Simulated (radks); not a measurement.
Spin polarisation of the 4f7 shell in Eu2+. Start: [Xe] 4f(up 3.5, down 3.5); electrons of 4f are moved from spin down to spin up, other shells keep equal spins. Calculated with a radial shooting solver on a logarithmic mesh with Libxc functionals: scalar-relativistic Kohn-Sham, PBE, spin-polarised, spherical densities, point nucleus.

| moment (Bohr magnetons) | E - E(0) (eV) | e(4f up) (eV) | e(4f down) (eV) | 5p down minus up (eV) |
|---|---|---|---|---|
| 0 | 0.000 | -16.149 | -16.149 | 0.000 |
| 1 | -0.174 | -16.479 | -15.783 | 0.330 |
| 2 | -0.696 | -16.773 | -15.383 | 0.660 |
| 3 | -1.565 | -17.031 | -14.948 | 0.993 |
| 4 | -2.780 | -17.249 | -14.477 | 1.328 |
| 5 | -4.338 | -17.425 | -13.968 | 1.667 |
| 6 | -6.238 | -17.554 | -13.419 | 2.011 |
| 7 | -8.474 | -17.630 | -12.826 | 2.361 |

At moment 7 the spin-polarisation energy is -8.474 eV and the 4f exchange splitting 4.804 eV, that is 0.686 eV per Bohr magneton; E = -I m^2/4 would give I = 0.692 eV.
